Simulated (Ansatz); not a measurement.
Input and output for C2H4BClSi, SMILES `[SiH3]C1=C(Cl)B1`.

```yaml
crystal:
  periodic: [false, false, false]
  atoms:
    - {symbol: Si, position_ang: [-1.466583, 0.166815, -0.460583]}
    - {symbol: C, position_ang: [0.259048, -0.045789, 0.232137]}
    - {symbol: C, position_ang: [1.631875, -0.242081, -0.145982]}
    - {symbol: Cl, position_ang: [2.482495, -0.387904, -1.670209]}
    - {symbol: B, position_ang: [1.327203, -0.176321, 1.259542]}
    - {symbol: H, position_ang: [-1.943225, 1.502415, 0.035356]}
    - {symbol: H, position_ang: [-1.527104, 0.082492, -1.919427]}
    - {symbol: H, position_ang: [-2.273339, -0.891075, 0.146189]}
    - {symbol: H, position_ang: [1.677472, -0.135875, 2.407775]}
basis:
  gaussian: {orbitals: def2-TZVP}
hamiltonian: {xc: {name: BLYP}, dispersion: d4}
accuracy: high
output: {forces: true}
```

```sh
$ ansatz run in.yaml --threads 2 --pin off --events-out ev --progress --plain --max-ram 4352MiB
```

It prints (some lines left out):

```
Functional definition: BLYP
3336 factors; integrals over basis functions are off by at most 5.6e-9 eV
mean field evaluation 1: about -23198.0592 eV, gradient 7.9e1 eV
mean field evaluation 2: about -23120.3761 eV, gradient 1.7e2 eV
mean field evaluation 4: about -23209.3972 eV, gradient 4.4e1 eV
mean field evaluation 8: about -23213.9966 eV, gradient 6.6e-1 eV
mean field evaluation 16: about -23213.9892 eV, gradient 5.5e-5 eV
mean field -23213.98919460 eV, -853.0983678944 hartree, gradient 5.4e-8 eV, S^2 0.000000; 0 other end points of the search recorded, 0 dependent functions left out
reference -23213.98925805 eV, -853.0983702261 hartree; 26, 26 occupied and 165, 165 virtual orbitals, 3336 factors
Total energy: -23214.46687138 eV, -853.1159221923 hartree
Atom 0 at    -1.466583     0.166815    -0.460583 Å, force     0.434338     0.500619     0.690010 eV/Å
Atom 1 at     0.259048    -0.045789     0.232137 Å, force     2.325640    -0.412795    -1.186180 eV/Å
Atom 2 at     1.631875    -0.242081    -0.145982 Å, force    -2.460831     0.257449    -1.043095 eV/Å
Atom 3 at     2.482495    -0.387904    -1.670209 Å, force    -0.247892     0.053152     0.723848 eV/Å
Atom 4 at     1.327203    -0.176321     1.259542 Å, force     0.443590     0.215982     1.646259 eV/Å
Atom 5 at    -1.943225     1.502415     0.035356 Å, force     0.000468    -0.193996    -0.181505 eV/Å
Atom 6 at    -1.527104     0.082492    -1.919427 Å, force     0.039767     0.010860    -0.414299 eV/Å
Atom 7 at    -2.273339    -0.891075     0.146189 Å, force    -0.331540    -0.321998     0.125188 eV/Å
Atom 8 at     1.677472    -0.135875     2.407775 Å, force    -0.203539    -0.109272    -0.360226 eV/Å
Dipole moment:    -0.212890     0.016393    -0.046626 e Å
```

Run time 39 s (2 threads of an Intel Xeon on a shared host); peak host memory 0.84 GiB.
